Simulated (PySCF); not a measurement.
Record of a relaxation.

Compound: n-GeSiSiGeH10.
Bonds: Ge1–Si2, Si2–Si3, Si3–Ge4. Hydrogens: H5, H6, H7 on Ge1; H8, H9 on Si2; H10, H11 on Si3; H12, H13, H14 on Ge4.

Computed by this run: PBE0-D3(BJ)/def2-SVP geometry optimisation, gas phase (PySCF 2.14.0); density fitting, grid level 1; the optimiser is geomeTRIC in internal coordinates, started from a GFN2-xTB structure with every atom displaced at random (about 0.03 Å). 8 of its 19 geometries are shown. The frame can shift and turn from step to step; on so coarse a grid that alone can change the energy by a few meV, and forces under 0.02 eV/Å are noise.

Step 0: E = -128913.8688 eV, largest atomic force 3.366 eV/Å
```
atom  x, y, z in Å  |  force x, y, z in eV/Å
Ge1     0.716    2.214    0.521   -1.803   1.251  -0.681
Si2    -0.925    0.655    1.146    0.747  -0.065  -0.027
Si3    -0.239   -1.485    0.594    1.236  -0.106   0.341
Ge4     0.172   -1.741   -1.703   -3.281   0.701   0.271
H5      1.593    2.720    1.553    1.151   0.314   1.704
H6      1.575    1.863   -0.593    1.087  -0.879  -1.433
H7      0.137    3.579   -0.019   -0.237  -0.492   0.201
H8     -1.123    0.841    2.574   -0.042  -0.083   0.892
H9     -2.186    0.997    0.546   -0.957   0.209  -0.669
H10    -1.111   -2.520    1.132   -0.662  -0.496   0.083
H11     1.087   -1.791    1.276   -0.257   0.296  -0.089
H12     0.955   -0.713   -2.335    1.274   1.583  -0.666
H13     0.584   -3.011   -2.194    1.044  -2.376  -0.476
H14    -1.256   -1.654   -2.456    0.699   0.143   0.547
```

Step 3: E = -128914.6706 eV, largest atomic force 0.056 eV/Å
```
atom  x, y, z in Å  |  force x, y, z in eV/Å
Ge1     0.723    2.273    0.451    0.015  -0.015   0.013
Si2    -0.909    0.677    1.157   -0.004   0.025   0.016
Si3    -0.187   -1.485    0.616   -0.004  -0.003   0.012
Ge4     0.059   -1.700   -1.746    0.050  -0.013   0.023
H5      1.655    2.628    1.626   -0.004  -0.003  -0.015
H6      1.587    1.695   -0.687   -0.016   0.010  -0.001
H7      0.049    3.562   -0.054    0.009   0.004   0.007
H8     -1.113    0.807    2.635   -0.017   0.004  -0.008
H9     -2.211    0.967    0.476    0.008  -0.027  -0.009
H10    -1.148   -2.521    1.110   -0.005   0.013   0.005
H11     1.134   -1.719    1.282    0.008  -0.006  -0.022
H12     1.005   -0.607   -2.279   -0.010  -0.014  -0.007
H13     0.645   -3.078   -2.109   -0.018   0.021  -0.007
H14    -1.308   -1.543   -2.436   -0.013   0.004  -0.006
```

Step 5: E = -128914.6732 eV, largest atomic force 0.046 eV/Å
```
atom  x, y, z in Å  |  force x, y, z in eV/Å
Ge1     0.729    2.279    0.458   -0.035  -0.002   0.001
Si2    -0.906    0.681    1.153    0.022  -0.010  -0.001
Si3    -0.172   -1.481    0.624    0.007   0.013  -0.006
Ge4     0.055   -1.703   -1.740   -0.042   0.018   0.005
H5      1.668    2.616    1.629    0.020  -0.002   0.014
H6      1.577    1.707   -0.692    0.007  -0.004  -0.022
H7      0.064    3.579   -0.030    0.002   0.004   0.009
H8     -1.142    0.814    2.625   -0.010   0.009   0.004
H9     -2.199    0.937    0.445   -0.003   0.005  -0.016
H10    -1.145   -2.502    1.124    0.009  -0.015   0.007
H11     1.156   -1.729    1.271   -0.004  -0.001   0.008
H12     1.009   -0.630   -2.293    0.016   0.016   0.000
H13     0.607   -3.089   -2.116    0.008  -0.033  -0.004
H14    -1.319   -1.522   -2.414    0.004   0.001   0.001
```

Step 8: E = -128914.6789 eV, largest atomic force 0.055 eV/Å
```
atom  x, y, z in Å  |  force x, y, z in eV/Å
Ge1     0.750    2.292    0.474    0.034   0.014  -0.017
Si2    -0.895    0.693    1.118   -0.022  -0.049  -0.014
Si3    -0.133   -1.474    0.647   -0.030  -0.021   0.004
Ge4     0.016   -1.720   -1.720    0.002  -0.012  -0.040
H5      1.788    2.466    1.600    0.000  -0.019  -0.017
H6      1.481    1.803   -0.792   -0.006   0.011   0.014
H7      0.125    3.666    0.172   -0.015   0.000   0.011
H8     -1.243    0.855    2.565    0.009   0.011  -0.002
H9     -2.141    0.893    0.309    0.009   0.034   0.011
H10    -1.103   -2.481    1.184    0.017  -0.009  -0.004
H11     1.208   -1.733    1.260    0.001   0.029   0.019
H12     1.023   -0.709   -2.304   -0.008  -0.010   0.013
H13     0.466   -3.142   -2.111   -0.002   0.021   0.013
H14    -1.361   -1.452   -2.358    0.011   0.002   0.008
```

Step 10: E = -128914.6863 eV, largest atomic force 0.071 eV/Å
```
atom  x, y, z in Å  |  force x, y, z in eV/Å
Ge1     0.769    2.288    0.475    0.067   0.002  -0.013
Si2    -0.902    0.705    1.088   -0.050  -0.010  -0.020
Si3    -0.133   -1.468    0.659   -0.024  -0.041   0.021
Ge4    -0.008   -1.742   -1.707    0.058  -0.036  -0.018
H5      1.928    2.255    1.492   -0.022  -0.005  -0.026
H6      1.335    1.937   -0.916   -0.015   0.008   0.028
H7      0.202    3.718    0.425   -0.008  -0.003   0.007
H8     -1.298    0.894    2.519    0.019   0.001  -0.002
H9     -2.112    0.925    0.231    0.006   0.007   0.027
H10    -1.070   -2.487    1.232   -0.007   0.017  -0.016
H11     1.217   -1.691    1.266    0.009   0.031  -0.002
H12     1.039   -0.772   -2.292   -0.024  -0.022   0.005
H13     0.387   -3.184   -2.086   -0.007   0.051   0.009
H14    -1.374   -1.423   -2.343   -0.003   0.002   0.001
```

Step 13: E = -128914.6922 eV, largest atomic force 0.038 eV/Å
```
atom  x, y, z in Å  |  force x, y, z in eV/Å
Ge1     0.769    2.256    0.438   -0.037   0.006   0.001
Si2    -0.935    0.722    1.097    0.019   0.012   0.003
Si3    -0.184   -1.454    0.660    0.023   0.028  -0.007
Ge4     0.023   -1.748   -1.697   -0.026   0.018   0.005
H5      2.042    2.020    1.269    0.011  -0.002   0.008
H6      1.115    2.046   -1.048    0.002   0.001  -0.015
H7      0.309    3.712    0.635    0.011   0.003   0.000
H8     -1.247    0.908    2.549    0.005  -0.001   0.003
H9     -2.175    1.001    0.307   -0.010  -0.015  -0.002
H10    -1.109   -2.482    1.231   -0.005  -0.007  -0.005
H11     1.166   -1.621    1.288   -0.011  -0.026   0.014
H12     1.089   -0.783   -2.249    0.008   0.012  -0.003
H13     0.435   -3.188   -2.050    0.006  -0.024  -0.003
H14    -1.318   -1.434   -2.387    0.004  -0.006   0.000
```

Step 15: E = -128914.6938 eV, largest atomic force 0.043 eV/Å
```
atom  x, y, z in Å  |  force x, y, z in eV/Å
Ge1     0.748    2.256    0.407   -0.018   0.009  -0.011
Si2    -0.932    0.725    1.125    0.032  -0.029   0.005
Si3    -0.202   -1.454    0.662    0.001   0.021  -0.009
Ge4     0.055   -1.733   -1.691   -0.014   0.006  -0.022
H5      2.063    1.971    1.157    0.005  -0.003  -0.001
H6      1.002    2.081   -1.103    0.003  -0.001   0.003
H7      0.341    3.718    0.667   -0.008   0.000   0.007
H8     -1.183    0.895    2.591   -0.002   0.013  -0.001
H9     -2.209    0.988    0.389    0.000   0.008  -0.004
H10    -1.168   -2.466    1.194    0.007  -0.010  -0.002
H11     1.128   -1.667    1.318   -0.011  -0.014   0.018
H12     1.142   -0.775   -2.215   -0.001   0.003   0.003
H13     0.463   -3.176   -2.043    0.002  -0.001   0.006
H14    -1.265   -1.407   -2.415    0.005  -0.002   0.008
```

Step 18: E = -128914.6949 eV, largest atomic force under 0.02 eV/Å
```
atom  x, y, z in Å  |  force x, y, z in eV/Å
Ge1     0.730    2.260    0.390    0.013  -0.001   0.002
Si2    -0.915    0.711    1.147   -0.005  -0.003   0.001
Si3    -0.213   -1.471    0.660   -0.003  -0.014   0.008
Ge4     0.081   -1.714   -1.693    0.010  -0.003   0.003
H5      2.078    1.967    1.076   -0.003   0.003  -0.004
H6      0.921    2.122   -1.132   -0.002   0.001   0.002
H7      0.323    3.712    0.706   -0.004  -0.002   0.001
H8     -1.131    0.884    2.619   -0.002   0.001  -0.001
H9     -2.209    0.979    0.443    0.002   0.001   0.001
H10    -1.213   -2.473    1.146   -0.004   0.005  -0.003
H11     1.089   -1.736    1.352    0.004   0.005  -0.006
H12     1.183   -0.758   -2.187   -0.003  -0.001  -0.002
H13     0.482   -3.157   -2.054    0.001   0.006  -0.002
H14    -1.227   -1.369   -2.429   -0.004   0.001  -0.001
```

Problem. Summarise the path.

Solution. The energy falls by 79.70 kJ/mol from step 0 to step 18; nine tenths of that is first reached at step 2. It falls at every step. The largest force goes from 3.366 to under 0.02 eV/Å. Among the bonds Ge4–H13 changes most, from 1.422 to 1.540 Å; the atoms move by 0.426 Å rms after alignment.

The cost below is that of the whole optimisation. On Intel Xeon Platinum 8488C, one thread, shared host, this took 3.7 min and 0.65 GiB of memory at its peak.
